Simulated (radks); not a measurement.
Values are calculated unless marked as measured or tabulated.
Ionisation of the ytterbium ion Yb36+, [Ar] 3d10 4s2 4p4, to Yb37+, [Ar] 3d10 4s2 4p3, under several functionals. Dirac Kohn-Sham, spin-unpolarised, spherical densities, point nucleus; open shells fill j = l - 1/2 first; a radial shooting solver on a logarithmic mesh with Libxc functionals. Known Delta-SCF values: AM05 1619.6 eV; BLYP 1619.7 eV; PBE 1619.6 eV. What does OLYP give, and what is its highest occupied eigenvalue?

Answer. 1621.5 eV by Delta-SCF; the 4p3/2 eigenvalue is -1596.4 eV. NIST: 1618 eV (theoretical).

Beside tabulated values, note that spin-unpolarised runs miss the spin-polarisation part of the exchange energy of open shells.
